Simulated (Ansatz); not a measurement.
The cluster In3⁺. Total charge 1; singlet. Geometry PBE-D4/def2-SVP.

```xyz
3

In    0.3259   -2.0781    0.0051
In    1.1223    1.2375   -1.2782
In   -1.4482    0.8406    1.2731
```

In the def2 sets In takes a core potential; there is no spin–orbit coupling. At HF/def2-TZVP, PBE-D4/def2-TZVP the restricted singlet is unstable: a solution with broken spin symmetry lies lower. The restricted singlet is unstable towards broken spin symmetry at other levels; at PBE0-D4/def2-SVP, PBE0-D4/def2-QZVPP, ωB97X-V/def2-TZVP this wasn't settled. At PBE0-D4/def2-TZVP a triplet of charge 1 lies 0.20 eV below the restricted singlet, each at its own geometry. The structure comes from a short search, and lower isomers may exist.

Task: Estimate the orbital energies around the gap (eV) in Ansatz with HF/def2-TZVP, PBE-D4/def2-TZVP, PBE0-D4/def2-SVP, PBE0-D4/def2-QZVPP, ωB97X-V/def2-TZVP.

Result: 
| orbital | HF/def2-TZVP | PBE-D4/def2-TZVP | PBE0-D4/def2-SVP | PBE0-D4/def2-QZVPP | ωB97X-V/def2-TZVP |
| --- | --- | --- | --- | --- | --- |
| HOMO−9 | -31.86 | -22.65 | -25.24 | -25.17 | -27.71 |
| HOMO−8 | -31.84 | -22.65 | -25.24 | -25.17 | -27.70 |
| HOMO−7 | -31.84 | -22.63 | -25.23 | -25.16 | -27.70 |
| HOMO−6 | -31.81 | -22.62 | -25.21 | -25.14 | -27.67 |
| HOMO−5 | -31.78 | -22.57 | -25.16 | -25.09 | -27.62 |
| HOMO−4 | -31.78 | -22.57 | -25.16 | -25.09 | -27.62 |
| HOMO−3 | -16.83 | -13.40 | -14.56 | -14.49 | -17.03 |
| HOMO−2 | -14.44 | -12.03 | -12.90 | -12.86 | -15.00 |
| HOMO−1 | -14.44 | -12.03 | -12.90 | -12.86 | -15.00 |
| HOMO | -8.97 | -7.46 | -8.03 | -8.02 | -9.47 |
| LUMO | -4.24 | -7.24 | -6.60 | -6.58 | -4.83 |
| LUMO+1 | -4.17 | -7.17 | -6.58 | -6.55 | -4.83 |
| LUMO+2 | -4.17 | -7.17 | -6.58 | -6.55 | -4.81 |
| LUMO+3 | -2.76 | -5.99 | -5.28 | -5.25 | -3.40 |
| LUMO+4 | -2.76 | -5.99 | -5.28 | -5.25 | -3.40 |
| LUMO+5 | -1.91 | -5.06 | -4.28 | -4.26 | -2.44 |
